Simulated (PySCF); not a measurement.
A small calculation by hand: chemical shift, span and skew from a shielding tensor

F4H2OTi, SMILES [Ti](<-[OH2])([F])([F])([F])[F], multiplicity 1. Atoms are numbered in the order given.

```xyz
8

Ti    -0.2391     0.0096     0.0000
F      0.1745    -0.7818     1.5091
F      0.1745    -0.7818    -1.5091
F     -0.1649     1.7400     0.0000
F     -1.9504    -0.2500     0.0000
O      2.0475     0.1387     0.0000
H      2.3884    -0.3291    -0.7733
H      2.3884    -0.3291     0.7733
```
Charge 0, spin multiplicity 1.

The structure is a stationary point at PBE0-D3(BJ)/def2-SVP. The multiplicity is an assumed one; other spin states were not compared.

GIAO shieldings from PBE/pcSseg-1 run with PySCF, non-relativistic, no solvent. The symmetric part of the tensor of F2 has the principal values -397.4, -344.8, 258.2 ppm. The same nucleus in CFCl3 has σ = 133.6 ppm at this level (PySCF, at its B3LYP-D3(BJ)/def2-TZVP geometry).

Work out the isotropic shielding, the ¹⁹F shift against CFCl3, the span and the skew.


σ(iso) = (σ11 + σ22 + σ33)/3 = -161.3 ppm. δ = σ(ref) − σ(iso) = 133.6 − (-161.3) = 294.9 ppm.
Span Ω = σ33 − σ11 = 655.6 ppm. Skew κ = 3(σ(iso) − σ22)/Ω = 0.84. Tumbling in solution averages the tensor to δ; in a static solid the shielding alone would spread this spin-1/2 line over Ω.
